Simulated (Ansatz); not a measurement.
C2H9BSi2 can be A, `[SiH3][SiH]1CBC1`, or B, `C=CB[SiH2][SiH3]`.

Isolated molecules relaxed with PBE0-D4/def2-TZVP in Ansatz; ΔE leaves out vibrations. CBS: MP2 limit from def2 TZ/QZ plus the TZ coupled-cluster correction, frozen cores. Functionals use def2-TZVPP. B3LYP here is the variant with VWN-RPA as its local correlation; programs differ in this. One conformer a species, not always the lowest.

(1) Which isomer does CCSD(T)/CBS put lower? Give the gap. (Best estimate.)

(2) Give E(B) − E(A) in kJ/mol with PBE-D4, CCSD(T)/def2-TZVPP, MP2/def2-TZVPP, HF/def2-TZVPP, B3LYP, r2SCAN-D4, B3LYP-D4. (Best estimate.)

Largest T1 diagnostic: 0.013.

Answers

(1) Ansatz gave: A, by 100.2 kJ/mol.

(2) Computed: PBE-D4 106.2, CCSD(T)/def2-TZVPP 95.5, MP2/def2-TZVPP 115.9, HF/def2-TZVPP 55.9, B3LYP 77.5, r2SCAN-D4 109.5, B3LYP-D4 83.7. None reverses the order clearly.

The D4 term adds +6.1 kJ/mol with B3LYP and +3.0 kJ/mol with PBE0; it sums over pairs of atoms, weighted by their polarisabilities, and B3LYP, whose exchange is more repulsive, gets the larger term. In def2-TZVPP, CCSD(T) changes the Hartree–Fock value by +39.7 kJ/mol (the triples alone add +3.1 kJ/mol) and MP2 by +60.0 kJ/mol.
